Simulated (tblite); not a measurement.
Compound: C8H15B.
Geometry (GFN2-xTB, Å), atoms numbered from 1 in this order:
```xyz
24
C8H15B angstrom
C     -3.4370   -0.2910   -0.9495
C     -2.6281   -0.4204    0.0852
C     -1.6079    0.5882    0.5017
C     -0.1829    0.0123    0.4798
C      0.8111    0.9946    1.1120
B      2.3271    0.6949    0.8243
C      2.7102   -0.1760   -0.4262
C      1.5813   -1.0643   -0.9604
C      0.2427   -0.3319   -0.9479
H     -3.4153    0.5845   -1.5785
H     -4.1568   -1.0479   -1.2124
H     -2.6699   -1.3115    0.6996
H     -1.6571    1.4600   -0.1548
H     -1.8354    0.9153    1.5213
H     -0.1771   -0.9119    1.0699
H      0.6255    1.9898    0.6870
H      0.5933    1.0977    2.1783
H      3.1617    1.2002    1.4751
H      2.9868    0.5432   -1.2075
H      3.6076   -0.7793   -0.2686
H      1.8092   -1.3987   -1.9759
H      1.5004   -1.9560   -0.3339
H     -0.5229   -0.9594   -1.4104
H      0.3216    0.5874   -1.5336
```

Computed values, GFN2-xTB/tblite, gas phase, harmonic and unscaled. Against measured fundamentals such values can be off by several per cent, at times by over 20. Modes of hydrogen on boron can be 10 to 20 % off. One conformer, not necessarily the lowest.

Harmonic wavenumbers (cm⁻¹): 59.3, 68.2, 110.6, 144.0, 188.4, 266.0, 318.8, 368.6, 425.3, 438.2, 447.5, 510.8, 620.9, 633.0, 681.8, 807.9, 833.4, 847.6, 879.2, 896.0, 917.7, 935.8, 958.8, 1002.0, 1008.7, 1025.9, 1051.1, 1075.6, 1092.0, 1109.5, 1144.7, 1180.1, 1187.3, 1205.1, 1218.2, 1240.5, 1258.3, 1288.1, 1306.4, 1310.2, 1318.2, 1341.8, 1352.5, 1365.0, 1419.3, 1457.8, 1458.2, 1475.7, 1490.5, 1504.3, 1720.3, 2619.1, 2905.4, 2912.6, 2918.9, 2939.3, 2952.2, 2961.1, 2965.6, 2969.4, 2973.9, 2977.9, 2979.0, 3047.0, 3094.0, 3119.0.

A = 3434, B = 923.0, C = 775.3 MHz; mass 122.127 u (most abundant isotopes); point group C1, symmetry number 1.

Zero-point energy?

½Σν̃ = 46150 cm⁻¹ = 131.95 kcal/mol.

Give the ideal-gas entropy at 200 K and 1 bar in the rigid-rotor, harmonic-oscillator model (classical rotation).

Translation 38.36, rotation 28.07, vibration 17.38: S = 83.8 cal/(mol K).

And Cp and H(200 K) − H(0)?

Cp = 27.83 cal/(mol K), of which vibrations give 19.88 (their classical limit is 66 R = 131.2); H(200 K) − H(0) = 3.52 kcal/mol without the zero-point energy, 1.93 from vibrations.

How do the functions run with temperature in this model?

```tsv
T (K)	S (cal/(mol K))	Cp (cal/(mol K))	H − H(0) (kcal/mol)	G − H(0) (kcal/mol)	ln q(vib)
150	76.6	22.6	2.26	-9.23	2.68
250	90.6	33.8	5.06	-17.60	5.11
298.15	97.1	40.1	6.84	-22.12	6.32
400	110.8	53.6	11.61	-32.71	8.96
600	136.9	75.2	24.61	-57.51	14.42
900	171.7	96.1	50.57	-103.94	22.67
```

q(vib) and H(0) count from the zero-point level.

Which modes carry the vibrational entropy at 200 K?

59.3 cm⁻¹: 3.70; 68.2 cm⁻¹: 3.42; 110.6 cm⁻¹: 2.49; 144.0 cm⁻¹: 2.00; 188.4 cm⁻¹: 1.53; 266.0 cm⁻¹: 0.98 cal/(mol K); the other 60 give 3.26 together.

What must be added to the electronic energy to get the Gibbs energy at 200 K and 1 bar?

ZPE + [H(200 K) − H(0)] − T·S = 131.95 + 3.52 − 16.76 = 118.71 kcal/mol.

Blend soft modes into free rotors: weight 1/[1 + (100 cm⁻¹/ν̃)⁴] for the oscillator and the rest for a rotor with moment μB/(μ + B), μ = h/(8π²ν), B = 10⁻⁴⁴ kg m². What vibrational entropy results?

16.27 cal/(mol K) in place of 17.38, which changes −T·S at 200 K by +0.22 kcal/mol.

Hindered rotation and anharmonicity are outside this model. Other conformers, if any are populated, would add a mixing term that is left out. The structure is chiral; the term R ln 2 for an equal mix with its mirror image is left out.
